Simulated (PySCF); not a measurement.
trans-dichloroethylene (C2H2Cl2), singlet, at a GFN2-xTB geometry, with bond 6-3 at 2.0 times its length; BLYP/6-31G* in PySCF.

PySCF was given this input:
```python
from pyscf import gto, scf, dft

mol = gto.Mole()
mol.atom = '''
    Cl    2.103286    0.360991    0.018303
    C     0.552264   -0.364825   -0.001240
    C    -0.552264    0.364825    0.001240
    Cl   -2.103286   -0.360991   -0.018303
    H     0.558290   -1.443262   -0.015389
    H    -0.564317    2.521699    0.029537
'''
mol.basis = '6-31g*'
mol.charge = 0
mol.spin = 0
mol.verbose = 4
mol.build()

mf = dft.RKS(mol)
mf.xc = 'blyp'
mf.kernel()
mf.analyze()
```

Output, abridged:

```
PySCF version 2.14.0

[INPUT] verbose = 4
[INPUT] num. atoms = 6
[INPUT] num. electrons = 48
[INPUT] charge = 0
[INPUT] spin (= nelec alpha-beta = 2S) = 0
[INPUT] symmetry False subgroup None
[INPUT] Mole.unit = angstrom
[INPUT] Symbol           X                Y                Z      unit          X                Y                Z       unit  Magmom
[INPUT]  1 Cl     2.103286000000   0.360991000000   0.018303000000 AA    3.974634501632   0.682174123433   0.034587657258 Bohr   0.0
[INPUT]  2 C      0.552264000000  -0.364825000000  -0.001240000000 AA    1.043627708457  -0.689419333394  -0.002343260394 Bohr   0.0
[INPUT]  3 C     -0.552264000000   0.364825000000   0.001240000000 AA   -1.043627708457   0.689419333394   0.002343260394 Bohr   0.0
[INPUT]  4 Cl    -2.103286000000  -0.360991000000  -0.018303000000 AA   -3.974634501632  -0.682174123433  -0.034587657258 Bohr   0.0
[INPUT]  5 H      0.558290000000  -1.443262000000  -0.015389000000 AA    1.055015198083  -2.727369905992  -0.029080995331 Bohr   0.0
[INPUT]  6 H     -0.564317000000   2.521699000000   0.029537000000 AA   -1.066404577436   4.765320478590   0.055816840541 Bohr   0.0

nuclear repulsion = 173.264749370873
number of shells = 32
number of NR pGTOs = 164
number of NR cGTOs = 68
basis = 6-31g*
ecp = {}

******** <class 'pyscf.dft.rks.RKS'> ********
method = RKS
initial guess = minao
damping factor = 0
level_shift factor = 0
DIIS = <class 'pyscf.scf.diis.CDIIS'>
diis_start_cycle = 1
diis_space = 8
diis_damp = 0
SCF conv_tol = 1e-09
SCF conv_tol_grad = None
SCF max_cycles = 50
direct_scf = True
direct_scf_tol = 1e-13
XC library pyscf.dft.libxc version 7.1.2
    S. Lehtola, C. Steigemann, M. J. T. Oliveira, and M. A. L. Marques,  SoftwareX 7, 1–5 (2018)
XC functionals = blyp
    A. D. Becke,  Phys. Rev. A 38, 3098 (1988)
    C. Lee, W. Yang, and R. G. Parr,  Phys. Rev. B 37, 785 (1988)
    B. Miehlich, A. Savin, H. Stoll, and H. Preuss,  Chem. Phys. Lett. 157, 200 (1989)
radial grids:
    Treutler-Ahlrichs [JCP 102, 346 (1995); DOI:10.1063/1.469408] (M4) radial grids

becke partition: Becke, JCP 88, 2547 (1988); DOI:10.1063/1.454033
pruning grids: <function nwchem_prune>
grids dens level: 3
symmetrized grids: False
atomic radii adjust function: <function treutler_atomic_radii_adjust>
small_rho_cutoff = 0
Set gradient conv threshold to 3.16228e-05
Initial guess from minao.
tot grids = 85616
init E= -997.921536538869
  HOMO = -0.254524504590599  LUMO = -0.146372275164295  gap/eV = 2.94297
cycle= 1 E= -997.510901192596  delta_E= 0.411  |g|= 0.293  |ddm|= 2.67
  HOMO = -0.161648499685661  LUMO = -0.13760927111089  gap/eV = 0.65414
cycle= 2 E= -997.327275518065  delta_E= 0.184  |g|= 0.609  |ddm|= 1.39
  HOMO = -0.219017838859934  LUMO = -0.139820518440911  gap/eV = 2.15507
cycle= 3 E= -997.509382845354  delta_E= -0.182  |g|= 0.302  |ddm|=  1.3
  HOMO = -0.216457201374122  LUMO = -0.136988883624962  gap/eV = 2.16244
cycle= 4 E= -997.546112463221  delta_E= -0.0367  |g|= 0.08  |ddm|= 0.361
  HOMO = -0.218287695801398  LUMO = -0.147881419782941  gap/eV = 1.91585
cycle= 5 E= -997.547859422426  delta_E= -0.00175  |g|= 0.0489  |ddm|= 0.141
  HOMO = -0.217808894877593  LUMO = -0.148540353526159  gap/eV = 1.88489
cycle= 6 E= -997.548391833107  delta_E= -0.000532  |g|= 0.0157  |ddm|= 0.0651
  HOMO = -0.217751535657034  LUMO = -0.146740698434294  gap/eV = 1.93230
cycle= 7 E= -997.54851136496  delta_E= -0.00012  |g|= 0.00442  |ddm|= 0.0333
  HOMO = -0.217828316688372  LUMO = -0.146883068475278  gap/eV = 1.93052
cycle= 8 E= -997.54851945629  delta_E= -8.09e-06  |g|= 0.00181  |ddm|= 0.00711
  HOMO = -0.217766628684567  LUMO = -0.146932949581044  gap/eV = 1.92748
cycle= 9 E= -997.548520941166  delta_E= -1.48e-06  |g|= 0.000553  |ddm|= 0.00247
  HOMO = -0.21774839153301  LUMO = -0.146928857171933  gap/eV = 1.92710
cycle= 10 E= -997.548521052555  delta_E= -1.11e-07  |g|= 0.00028  |ddm|= 0.000552
  HOMO = -0.217745204664952  LUMO = -0.146946024659186  gap/eV = 1.92654
cycle= 11 E= -997.548521093914  delta_E= -4.14e-08  |g|= 1.57e-05  |ddm|= 0.000443
  HOMO = -0.217745248389774  LUMO = -0.146943104066607  gap/eV = 1.92662
cycle= 12 E= -997.548521093998  delta_E= -8.37e-11  |g|= 1.05e-05  |ddm|= 4.56e-05
  HOMO = -0.217744248816355  LUMO = -0.14694542770325  gap/eV = 1.92653
Extra cycle  E= -997.548521093882  delta_E= 1.16e-10  |g|= 1.67e-05  |ddm|= 4.69e-05
converged SCF energy = -997.548521093882
**** SCF Summaries ****
Total Energy =                        -997.548521093882073
Nuclear Repulsion Energy =             173.264749370873460
One-electron Energy =                -1718.355971518780734
Two-electron Energy =                  547.542701054025201
Two-electron Coulomb Energy =          615.420058454802984
DFT Exchange-Correlation Energy =      -67.877357400777797
HOMO-LUMO gap [eV] =                     1.926534051069626
**** MO energy ****
MO #1   energy= -100.764590404574  occ= 2
MO #2   energy= -100.743712094888  occ= 2
MO #3   energy= -10.0235658351461  occ= 2
MO #4   energy= -9.99305573184202  occ= 2
MO #5   energy= -9.20906158921155  occ= 2
MO #6   energy= -9.188755553484    occ= 2
MO #7   energy= -7.04265243249339  occ= 2
MO #8   energy= -7.031639431492    occ= 2
MO #9   energy= -7.03096317190353  occ= 2
MO #10  energy= -7.02259373710967  occ= 2
MO #11  energy= -7.01112388903023  occ= 2
MO #12  energy= -7.01039633525828  occ= 2
MO #13  energy= -0.825836237758387 occ= 2
MO #14  energy= -0.795045690079006 occ= 2
MO #15  energy= -0.659366666915842 occ= 2
MO #16  energy= -0.507675760768604 occ= 2
MO #17  energy= -0.446222799713672 occ= 2
MO #18  energy= -0.406832135186179 occ= 2
MO #19  energy= -0.351765664740167 occ= 2
MO #20  energy= -0.322324788666854 occ= 2
MO #21  energy= -0.309491531373897 occ= 2
MO #22  energy= -0.275889095220044 occ= 2
MO #23  energy= -0.252180437159674 occ= 2
MO #24  energy= -0.217744248816355 occ= 2
MO #25  energy= -0.14694542770325  occ= 0
MO #26  energy= -0.0373934643699005 occ= 0
MO #27  energy= -0.0194818978786171 occ= 0
MO #28  energy= 0.035668486986022  occ= 0
MO #29  energy= 0.135723962284708  occ= 0
MO #30  energy= 0.23833574348002   occ= 0
MO #31  energy= 0.319899393241077  occ= 0
MO #32  energy= 0.354470126427091  occ= 0
 ** Mulliken pop on meta-lowdin orthogonal AOs  **
 ** Mulliken pop  **
 ** Mulliken atomic charges  **
charge of    0Cl =     -0.00012
charge of    1C =     -0.13578
charge of    2C =     -0.07540
charge of    3Cl =      0.06594
charge of    4H =      0.14792
charge of    5H =     -0.00255
Dipole moment(X, Y, Z, Debye): -0.33786, -0.95693, -0.01477
```
